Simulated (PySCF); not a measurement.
## Radial density of Mg⁺ (magnesium, charge +1)

UHF, [Ne] 3s1, 2S determinant. All numbers are calculated (PySCF 2.14, the spin-free X2C one-electron Hamiltonian (Gaussian nucleus), in aug-cc-pVDZ-DK (5s4p2d, 27 functions)).

```
r (bohr)  4πr²ρ (e/bohr)  4πr²(ρα − ρβ)
 0.00208         0.06347         0.0001
 0.00350          0.1709         0.0003
 0.00589          0.4417         0.0006
 0.00990           1.110         0.0016
  0.0167           2.630         0.0038
  0.0280           5.615         0.0079
  0.0471           10.01         0.0131
  0.0793           13.26         0.0136
   0.133           11.26         0.0027
   0.224           7.406         0.0015
   0.377           9.866         0.0407
   0.634           10.11         0.0311
    1.07           3.529         0.0188
    1.79          0.5792         0.3083
    3.02          0.3532         0.3517
    5.08         0.04764         0.0476
    8.54       0.0003554         0.0004
```

Densities and radii are taken from the X2C orbitals without a picture-change correction, which distorts them close to the nucleus.
